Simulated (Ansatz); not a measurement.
(HMg-mu-F)2 (Mg2H2F2), relaxed as a singlet with RKS PBE0-D4/def2-TZVP in Ansatz, starting from the GFN2-xTB geometry. Force threshold 0.02 eV/Å.

Start:

Cartesian coordinates in Å:
```
Mg -0.956 0.381 -0.899
H -2.019 0.827 -1.900
F -0.791 0.245 0.948
Mg 0.954 -0.387 0.897
H 2.024 -0.804 1.903
F 0.788 -0.261 -0.949
```

(1) Estimate the energy that the relaxation releases and the steps that it takes.

(2) Does the start keep its bonding and symmetry?

(3) Predict the relaxed structure.

Results:

(1) 0.42 eV, in 5 steps; 8 s on 4 threads of Intel Xeon Platinum 8259CL on a shared host. No frequencies were taken in this run, so the end may be a saddle point.

(2) By distances, no bond broke or formed. The bond that changes most is Mg4–H5, from 1.53 to 1.69 Å (atoms count from 1). Point group D2h at the start, D2h at the end, both within 0.05 Å.

(3) 
Cartesian coordinates in Å:
```
Mg -1.011 0.409 -0.951
H -2.195 0.881 -2.064
F -0.782 0.253 0.940
Mg 1.012 -0.407 0.951
H 2.192 -0.888 2.063
F 0.783 -0.248 -0.939
```
Bond lengths (bridged metal pairs left out): 4 × F–Mg 1.91 Å; 2 × H–Mg 1.69 Å.
